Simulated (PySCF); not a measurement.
**Chemical shifts up a ladder of levels: C12H9F**

System: C12H9F (measured compound), SMILES Fc1cccc(-c2ccccc2)c1.

Atom-mapped SMILES (hydrogens are numbered by the atom that bears them): [F:1][c:2]1[cH:3][cH:4][cH:5][c:6](-[c:7]2[cH:8][cH:9][cH:10][cH:11][cH:12]2)[cH:13]1

GIAO shifts in ppm, gas phase, PySCF SCF with an in-house response code; 1H, 13C and 29Si against isolated TMS and 19F against isolated CFCl3 at the same level and kind of geometry; averaged over atoms that symmetry or fast rotation interchanges.

```json
{"atom": "C2", "KT3/pcSseg-1 on GFN2-xTB": "161.5", "KT3/pcSseg-2 on PBE0-D3(BJ)": "165.3"}
{"atom": "C3", "KT3/pcSseg-1 on GFN2-xTB": "108.5", "KT3/pcSseg-2 on PBE0-D3(BJ)": "111.3"}
{"atom": "C4", "KT3/pcSseg-1 on GFN2-xTB": "123.0", "KT3/pcSseg-2 on PBE0-D3(BJ)": "127.5"}
{"atom": "C5", "KT3/pcSseg-1 on GFN2-xTB": "117.6", "KT3/pcSseg-2 on PBE0-D3(BJ)": "120.1"}
{"atom": "C6", "KT3/pcSseg-1 on GFN2-xTB": "140.1", "KT3/pcSseg-2 on PBE0-D3(BJ)": "143.5"}
{"atom": "C7", "KT3/pcSseg-1 on GFN2-xTB": "136.9", "KT3/pcSseg-2 on PBE0-D3(BJ)": "140.4"}
{"atom": "C8/12", "KT3/pcSseg-1 on GFN2-xTB": "122.1", "KT3/pcSseg-2 on PBE0-D3(BJ)": "125.5"}
{"atom": "C9/11", "KT3/pcSseg-1 on GFN2-xTB": "122.0", "KT3/pcSseg-2 on PBE0-D3(BJ)": "126.7"}
{"atom": "C10", "KT3/pcSseg-1 on GFN2-xTB": "121.2", "KT3/pcSseg-2 on PBE0-D3(BJ)": "125.3"}
{"atom": "C13", "KT3/pcSseg-1 on GFN2-xTB": "110.1", "KT3/pcSseg-2 on PBE0-D3(BJ)": "112.0"}
{"atom": "F1", "KT3/pcSseg-1 on GFN2-xTB": "-127.5", "KT3/pcSseg-2 on PBE0-D3(BJ)": "-129.7"}
{"atom": "H on 3", "KT3/pcSseg-1 on GFN2-xTB": "7.01", "KT3/pcSseg-2 on PBE0-D3(BJ)": "6.90"}
{"atom": "H on 4", "KT3/pcSseg-1 on GFN2-xTB": "7.37", "KT3/pcSseg-2 on PBE0-D3(BJ)": "7.33"}
{"atom": "H on 5", "KT3/pcSseg-1 on GFN2-xTB": "7.02", "KT3/pcSseg-2 on PBE0-D3(BJ)": "7.25"}
{"atom": "H on 8/12", "KT3/pcSseg-1 on GFN2-xTB": "7.31", "KT3/pcSseg-2 on PBE0-D3(BJ)": "7.54"}
{"atom": "H on 9/11", "KT3/pcSseg-1 on GFN2-xTB": "7.42", "KT3/pcSseg-2 on PBE0-D3(BJ)": "7.39"}
{"atom": "H on 10", "KT3/pcSseg-1 on GFN2-xTB": "7.35", "KT3/pcSseg-2 on PBE0-D3(BJ)": "7.29"}
{"atom": "H on 13", "KT3/pcSseg-1 on GFN2-xTB": "6.99", "KT3/pcSseg-2 on PBE0-D3(BJ)": "7.17"}
```

What are the shifts at PBE0/pcSseg-2 on PBE0-D3(BJ)?


```json
{"atom": "C2", "shift / ppm": "176.0"}
{"atom": "C3", "shift / ppm": "122.3"}
{"atom": "C4", "shift / ppm": "139.8"}
{"atom": "C5", "shift / ppm": "131.5"}
{"atom": "C6", "shift / ppm": "156.0"}
{"atom": "C7", "shift / ppm": "152.4"}
{"atom": "C8/12", "shift / ppm": "137.4"}
{"atom": "C9/11", "shift / ppm": "138.5"}
{"atom": "C10", "shift / ppm": "137.2"}
{"atom": "C13", "shift / ppm": "123.2"}
{"atom": "F1", "shift / ppm": "-115.0"}
{"atom": "H on 3", "shift / ppm": "7.19"}
{"atom": "H on 4", "shift / ppm": "7.64"}
{"atom": "H on 5", "shift / ppm": "7.57"}
{"atom": "H on 8/12", "shift / ppm": "7.85"}
{"atom": "H on 9/11", "shift / ppm": "7.70"}
{"atom": "H on 10", "shift / ppm": "7.61"}
{"atom": "H on 13", "shift / ppm": "7.47"}
```
